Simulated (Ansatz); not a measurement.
**Relative stability**

The two ends of one reaction step of SiH$_{2}$Cl$_{3}$F, singlet (PBE0-D4/def2-TZVP).

A:

Si1  (-0.130, 0.130, -0.882)
Cl2  (1.391, -0.949, -0.024)
Cl3  (-0.074, -0.187, -2.883)
Cl4  (0.156, 2.092, -0.483)
H5  (-1.407, -0.331, -0.330)
H6  (0.394, -0.543, 2.066)
F7  (-0.331, -0.212, 2.536)
(Å)

B:

```xyz
7
angstrom
Si -0.9447 0.3756 -0.4243
Cl 2.7399 -0.9685 1.0308
Cl -0.3197 -0.6682 -2.0354
Cl 0.0110 2.1500 -0.3039
H -2.3988 0.5657 -0.4556
H 1.4900 -0.9887 1.3127
F -0.5776 -0.4660 0.8756
```

Computed with Ansatz 0.2.0 (basis: def2-TZVPP); correlated methods freeze the cores. B3LYP uses VWN-RPA correlation.

(1) Which structure is lower at CCSD(T), and by how much? (An estimate is asked for; the value comes from the calculation.)

The T1 diagnostic stays at or below 0.010.

Answers

(1) Computed: B, by 11.76 kcal/mol (electronic energy, against the other). By their contacts, A is a complex of SiHCl₃ ([Cl][SiH]([Cl])[Cl]) + HF and B is a complex of SiHCl₂F ([F][SiH]([Cl])[Cl]) + HCl.

All methods give the same order:

```
      method  E(B) − E(A) (kcal/mol)
       SPW92                   -8.64
      PBE-D4                   -8.59
     BLYP-D4                  -11.07
   r2SCAN-D4                  -10.99
      B97M-V                  -12.20
     PBE0-D4                   -9.05
    B3LYP-D4                  -11.44
  r2SCAN0-D4                  -10.78
    BHLYP-D4                  -12.27
CAM-B3LYP-D4                  -12.87
     wB97X-V                  -11.23
     wB97M-V                  -10.81
      B2PLYP                  -12.02
    PBE-QIDH                   -9.90
  RPA on PBE                  -12.70
          HF                  -15.23
         MP2                  -10.26
        CCSD                  -12.49
     CCSD(T)                  -11.76
```

Labels in which every atom is bracketed show which atoms are joined, not bond orders.

For scale, one of the runs: CCSD(T)/def2-TZVPP, 227 basis functions, launched by `ansatz run in.yaml --threads 4 --pin off --events-out ev --progress --plain --max-ram 9574MiB`. Time: 73 s of wall clock on 4 CPU threads of an Intel Xeon Platinum 8259CL; the host was shared. Peak host memory: 3.4 GiB.
